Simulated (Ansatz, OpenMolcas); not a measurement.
# Exact exchange and the HOMO–LUMO gap of C4H11As (tert-butylarsine)

The species is C4H11As (16 atoms), meant as a singlet with charge 0. As SMILES, `CC(C)(C)[AsH2]`. The coordinates come from a PBE0-D4/def2-TZVP relaxation. This is one conformer, not always the lowest.

The HOMO–LUMO gap y, in eV, basis 6-31G(d); a is the functional's share of exact exchange. Programs: Ansatz 0.2.0, OpenMolcas 26.06.

| functional | program | a | y (eV) |
| --- | --- | --- | --- |
| r2SCAN | Ansatz | 0 | 6.18 |
| TPSS | OpenMolcas | 0 | 5.93 |
| B3LYP | Ansatz | 0.2 | ? |
| PBE0 | Ansatz | 0.25 | 7.64 |
| BHLYP | Ansatz | 0.5 | 9.54 |

Fit y = c + s·a to the known rows and predict B3LYP.


1. Means of the 4 rows: a = 0.1875, y = 7.322.
2. Σ(Δa)² = 0.17188, Σ(Δa·Δy) = 1.1881, so the slope is 1.1881/0.17188 = 6.9124.
3. Intercept: 7.322 − (6.9124) × 0.1875 = 6.026. The largest residual of the fit is 0.15.
4. B3LYP: 6.026 + (6.9124) × 0.2 = 7.41 eV.

The run gave 7.22 eV, so the prediction is off by +0.19 eV, about the largest residual. Exact exchange lowers occupied levels and raises empty ones. The rows mix families of semi-local functionals, which the line can't see.
